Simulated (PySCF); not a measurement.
SMILES [SeH]/C=C\C#N, singlet (CAM-B3LYP/def2-SVP optimised geometry):

```
8

N      2.206    -0.946     0.000
C      1.050    -0.968     0.000
C     -0.378    -0.968     0.000
C     -1.117     0.154     0.000
Se    -0.552     1.942     0.000
H     -0.872    -1.942     0.000
H     -2.206     0.064     0.000
H      0.886     1.634     0.001
```

Computed with PySCF with CAM-B3LYP/def2-TZVP.

**Question.** What are the frontier orbital energies and the dipole moment?

**Answer.** HOMO-2 -11.20 eV, HOMO-1 -10.63 eV, HOMO -8.30 eV, LUMO -0.58 eV, LUMO+1 0.72 eV; dipole moment 3.67 D.

Meta-Löwdin charges at CAM-B3LYP/def2-TZVP: N1 -0.23, C2 0.11, C3 -0.19, C4 -0.18, Se5 0.11, H6 0.15, H7 0.15, H8 0.08.
